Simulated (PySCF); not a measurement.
# What a mistake does to a calculation on ClGeH3NSi cation

Calculated results; nothing here was measured. They come from PySCF 2.14.0, an open-source quantum chemistry program, on an isolated molecule that a program drew, which may never have been made. The molecule is ClGeH3NSi cation (charge +1, singlet), drawn as the SMILES string `[SiH2+][N]=[GeH][Cl]`.

Each row is a Hartree-Fock (HF) and frozen-core CCSD(T) single point in the cc-pV(D+d)Z basis, meant for a local HF minimum. Run 1 is clean. Each other run has one planted mistake out of seven kinds, and not every kind appears here: one electron removed, one electron added, multiplicity raised by two, geometry at a saddle point, minimal basis STO-3G, one bond length entered in bohr, all coordinates scaled. The reference is restricted for singlets and unrestricted otherwise, and also for a bond in bohr. Adding or removing an electron swaps singlet and doublet. Electrons count all cores. HOMO and LUMO are orbital energies over both spins, the gradient is its largest component, and the lowest frequency (negative if imaginary) is given only where the gradient is small. Bond lengths are over the 6 bonds as drawn. T1 is the CCSD diagnostic: over 0.02 (restricted) or 0.045 (unrestricted) a single reference is doubtful. Germanium has the cc-pVDZ-PP basis, with a core potential (ECP10MDF) in place of its 10 inner electrons, and its 3s, 3p and 3d shells are frozen in CCSD(T).

Geometry of the clean run:
```xyz
7
ClGeH3NSi cation, angstrom
Si   -2.2267    1.0335   -2.1737
N    -1.8281    1.6154   -0.7520
Ge   -1.4534    2.1667    0.7925
Cl   -2.2076    1.1748    2.4564
H    -1.4031    0.0275   -2.8394
H    -3.4208    1.4974   -2.8753
H    -0.5887    3.3583    1.0889
```

```
run  electrons  basis functions  <S^2>  HOMO (eV)  LUMO (eV)  gradient (hartree/bohr)  lowest frequency (cm^-1)  mean bond (Å)  longest bond (Å)      T1  HF (hartree)  CCSD(T) (hartree)                     mistake
  1         72               98  0.000     -16.31      -3.71                  7.3e-06                        83         1.6285             2.079  0.0187   -1097.78406        -1098.30297                    no fault
  2         72               98  0.000     -15.68      -4.04                  4.4e-02                         -         1.7425             2.224  0.0237   -1097.74544        -1098.28268      all coordinates scaled
  3         72               98  0.000     -16.23      -4.67                  2.6e-05                      -124         1.6350             2.086  0.0161   -1097.77896        -1098.29557  geometry at a saddle point
  4         72               98  2.035     -11.30      -6.18                  1.6e-01                         -         1.6285             2.079  0.0197   -1097.64200        -1098.12694                           ?
  5         72               98  0.868     -14.87      -4.51                  1.3e-02                         -         1.8451             2.760  0.0390   -1097.67260        -1098.17935                           ?
```

**Which mistake was planted in run 4, and what did it cost?**

Electrons, basis and geometry are unchanged, and <S^2> is 2.035, beside S(S+1) = 2.00 for a multiplicity of 3. So the mistake is: multiplicity raised by two. Subtracting run 1 and multiplying by 627.51 kcal/mol a hartree, the energy moved by 89.1 kcal/mol in HF and 110.5 kcal/mol in CCSD(T).

**Which mistake was planted in run 5, and what did it cost?**

The mean bond changes by a factor of 1.133 and the longest by 1.328, so the molecule wasn't scaled as a whole. A length L in bohr read as angstrom grows by (1/0.5292 - 1) L = 0.890 L. The 6 bonds together grew by 6 x 0.2166 = 1.300 Å, which gives L = 1.461 Å. That is the length of one of the H-Si bonds, 1.461 Å in the clean geometry. So the mistake is: one bond length entered in bohr. Subtracting run 1 and multiplying by 627.51 kcal/mol a hartree, the energy moved by 69.9 kcal/mol in HF and 77.6 kcal/mol in CCSD(T).

Cautions from the logs. Run 2: T1 is over the limit, so its CCSD(T) energy is less reliable.
